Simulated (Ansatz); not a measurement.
```yaml
crystal:
  periodic: [false, false, false]
  atoms:
    - {symbol: O, position_ang: [0.806817, -1.223136, 1.266281]}
    - {symbol: Mo, position_ang: [0.323081, -0.310876, -0.045245]}
    - {symbol: O, position_ang: [-0.557262, -1.300042, -1.062180]}
    - {symbol: O, position_ang: [-0.742648, 1.088452, 0.559150]}
    - {symbol: F, position_ang: [1.798648, 0.343043, -0.936307]}
    - {symbol: H, position_ang: [-1.586434, 1.338560, 0.172301]}
basis:
  gaussian: {orbitals: def2-TZVPD}
hamiltonian: {xc: {name: PBE0-DH}}
```

```sh
$ ansatz run in.yaml --threads 4 --pin off --events-out ev --progress --plain --max-ram 10444MiB
```

Output, abridged:

```
Functional definition: PBE0-DH
1443 factors; integrals over basis functions are off by at most 7.9e-4 eV
mean field evaluation 1: about -10704.1334 eV, gradient 1.0e2 eV
mean field evaluation 2: about -10704.3770 eV, gradient 1.0e2 eV
mean field evaluation 4: about -10719.2576 eV, gradient 3.9e1 eV
mean field evaluation 8: about -10721.6364 eV, gradient 1.7e0 eV
mean field evaluation 16: about -10721.6763 eV, gradient 1.7e-3 eV
mean field -10721.67627089 eV, -394.0143355420 hartree, gradient 2.0e-6 eV, S^2 0.000000; 0 other end points of the search recorded, 0 dependent functions left out
4 core orbitals not correlated: weight in the atoms' cores, before any rotation towards them, 1.000 or more for the frozen orbitals, at most 0.000 for the correlated occupied ones
reference -10721.67630754 eV, -394.0143368890 hartree; 20, 20 occupied and 185, 185 virtual orbitals, 1443 factors
second order -52.44300671 eV of doubles, -0.00000000 eV of singles
Total energy: -10728.23168338 eV, -394.2552425077 hartree
```

Run time 9 s (4 threads of an Arm Neoverse N1 on a shared host); peak host memory 0.62 GiB.
